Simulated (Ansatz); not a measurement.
Abridged output of a molecular run in Ansatz:

```
Functional definition: HF
  name "HF"
  cite "Fock, Z. Phys. 61, 126 (1930) doi:10.1007/BF01340294"
  parent pbe
  exchange = exact_x
  correlation = 0
these checks for a lower state are left out or cut short: cluster_reference
1115 factors; integrals over basis functions are off by at most 6.6e-4 eV
mean field evaluation 1: about -76902.3548 eV, gradient 1.2e1 eV
mean field evaluation 2: about -76902.3598 eV, gradient 1.2e1 eV
mean field evaluation 4: about -76903.9476 eV, gradient 2.5e0 eV
mean field evaluation 8: about -76904.0203 eV, gradient 1.4e-1 eV
mean field -76904.02093808 eV, -2826.1706420567 hartree, gradient 5.5e-6 eV, S^2 0.759021; 0 other end points of the search recorded, 0 dependent functions left out
19 core orbitals not correlated: weight in the atoms' cores, before any rotation towards them, 1.000 or more for the frozen orbitals, at most 0.000 for the correlated occupied ones
reference -76904.02093808 eV, -2826.1706420567 hartree; 15, 14 occupied and 154, 155 virtual orbitals, 1115 factors
second order -14.93874663 eV of doubles, -0.00000000 eV of singles
cycle   1  -15.58998410 eV  change   -6.5e-1 eV  update   9.5e-2
cycle   2  -16.10372388 eV  change   -5.1e-1 eV  update   3.0e-2
cycle   3  -16.17169087 eV  change   -6.8e-2 eV  update   1.5e-2
cycle   4  -16.16318190 eV  change    8.5e-3 eV  update   4.9e-3
cycle   5  -16.16346642 eV  change   -2.8e-4 eV  update   2.2e-3
cycle   6  -16.16298134 eV  change    4.9e-4 eV  update   9.3e-4
cycle   7  -16.16318808 eV  change   -2.1e-4 eV  update   4.1e-4
cycle   8  -16.16338109 eV  change   -1.9e-4 eV  update   1.6e-4
cycle   9  -16.16337958 eV  change    1.5e-6 eV  update   6.1e-5
cycle  10  -16.16334888 eV  change    3.1e-5 eV  update   3.0e-5
perturbative correction -0.61924295 eV, -0.0227567587 hartree
Total energy: -76920.80352991 eV, -2826.7873909310 hartree
Checks for a lower state left out: cluster_reference
```

Its atoms:

Z-matrix (Å, degrees):
```
Si
Ge 1 2.391
H 1 1.486 2 107.8
H 1 1.483 2 107.7 3 118.7
H 1 1.487 2 111.3 3 -120.6
Cl 2 2.169 1 107.4 3 179.6
H 2 1.550 1 116.1 3 62.6
```

Problem. Which basis set was used?
A. def2-TZVPP
B. cc-pV(Q+d)Z
C. def2-TZVPPD
D. def2-SVP

Solution. A. It gives 188 functions.

Problem. Write the keys of the input that set method, charge and spin (a neutral closed shell needs none for the last two).

Solution. 
```yaml
magnetization: {spin_polarized: true, initial_magnetization: 1}
correlation: {method: ccsd_t}
scf: {omitted_lower_state_checks: [cluster_reference]}
```
